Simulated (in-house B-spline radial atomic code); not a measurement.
Orbital energies and mean radii along the 2-electron series, configuration 1s2. The effective charge is n√(-2ε), a non-relativistic measure. Computed with an all-electron radial atomic-structure program (B-spline basis): non-relativistic Hartree-Fock, average of the configuration, point nuclei.

This level leaves out relativity, spin-orbit splitting included, which matters for heavy ions.

| ion | Z | energy of 1s (Eh) | mean radius of 1s (bohr) | effective charge of 1s |
| --- | --- | --- | --- | --- |
| Cs53+ | 55 | -1478.29 | 0.02746 | 54.374 |
| Ba54+ | 56 | -1533.17 | 0.026966 | 55.374 |
| La55+ | 57 | -1589.04 | 0.02649 | 56.374 |
| Ce56+ | 58 | -1645.92 | 0.02603 | 57.374 |
| Pr57+ | 59 | -1703.79 | 0.025586 | 58.375 |
| Nd58+ | 60 | ? | ? | ? |
| Pm59+ | 61 | -1822.54 | 0.024742 | 60.375 |
| Sm60+ | 62 | -1883.42 | 0.024341 | 61.375 |
| Eu61+ | 63 | -1945.29 | 0.023952 | 62.375 |
| Gd62+ | 64 | ? | ? | ? |
| Tb63+ | 65 | -2072.04 | 0.023211 | 64.375 |
| Dy64+ | 66 | -2136.92 | 0.022857 | 65.375 |
| Ho65+ | 67 | ? | ? | ? |
| Er66+ | 68 | -2269.67 | 0.022181 | 67.375 |
| Tm67+ | 69 | -2337.54 | 0.021858 | 68.375 |
| Yb68+ | 70 | -2406.42 | 0.021544 | 69.375 |
| Lu69+ | 71 | -2476.29 | 0.021239 | 70.375 |
| Hf70+ | 72 | -2547.17 | 0.020942 | 71.375 |
| Ta71+ | 73 | -2619.04 | 0.020654 | 72.375 |

Problem. Fill in the row of Nd58+.

Solution. energy of 1s (Eh): -1762.67; mean radius of 1s (bohr): 0.025157; effective charge of 1s: 59.375.

Problem. Fill in the row of Gd62+.

Solution. energy of 1s (Eh): -2008.17; mean radius of 1s (bohr): 0.023576; effective charge of 1s: 63.375.

Problem. Fill in the row of Ho65+.

Solution. energy of 1s (Eh): -2202.79; mean radius of 1s (bohr): 0.022514; effective charge of 1s: 66.375.

Problem. How does the screening of 1s change?

Solution. Z less the effective charge goes from 0.63 at Z = 55 to 0.63 at Z = 73.
